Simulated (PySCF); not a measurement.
CH7ClP2Si.
Bonds: P1–Si2, Si2–P3, Si2–C4, C4–Cl5. Hydrogens: H6, H7 on P1; H8 on Si2; H9, H10 on P3; H11, H12 on C4.

A GFN2-xTB structure was refined with PBE0-D3(BJ)/def2-SVP geometry optimisation, gas phase (PySCF). Its GFN2-xTB values:

| coordinate | GFN2-xTB |
| --- | --- |
| P1–Si2 | 2.255 Å |
| P1–H6 | 1.373 Å |
| Si2–C4 | 1.958 Å |
| Si2–H8 | 1.472 Å |
| P3–H9 | 1.369 Å |
| C4–Cl5 | 1.751 Å |
| C4–H11 | 1.056 Å |
| P1–Si2–P3 | 115.8° |
| P1–Si2–C4 | 106.0° |
| Si2–C4–Cl5 | 107.8° |
| P1–Si2–C4–Cl5 | -105° |

Problem. How do these coordinates change at the PBE0-D3(BJ)/def2-SVP level?

Solution. 
| coordinate | PBE0-D3(BJ)/def2-SVP (Å or °) | change |
| --- | --- | --- |
| P3–H9 | 1.430 | +0.061 |
| Si2–C4 | 1.898 | -0.060 |
| P1–H6 | 1.432 | +0.059 |
| C4–H11 | 1.100 | +0.044 |
| C4–Cl5 | 1.790 | +0.039 |
| Si2–H8 | 1.498 | +0.026 |
| P1–Si2 | 2.264 | +0.009 |
| P1–Si2–P3 | 111.8 | -4.0 |
| Si2–C4–Cl5 | 110.1 | +2.3 |
| P1–Si2–C4 | 108.2 | +2.2 |
| P1–Si2–C4–Cl5 | -58 | +47 |

The energy falls by 8.0 kcal/mol over 11 energy and gradient evaluations, the largest force component goes from 0.0355 to 2.0e-04 Eh/bohr, and the atoms move by 0.489 Å rms after alignment. Among the bonds, Si2–C4 and P3–H9 change most and about equally (-0.060 to +0.061 Å). Bonds longer at the end by more than 0.005 Å: 9 of 11; shorter: 1. Among the dihedrals that turn most is H8–Si2–C4–H12, from -111° to -61°. Rotational constants go from 2230, 1255, 934.4 to 1711, 1450, 970.3 MHz.

The run used 121 basis functions and 73 SCF cycles in all.

Whether it is a minimum is left open (no frequencies). The numbers are those of one conformer.
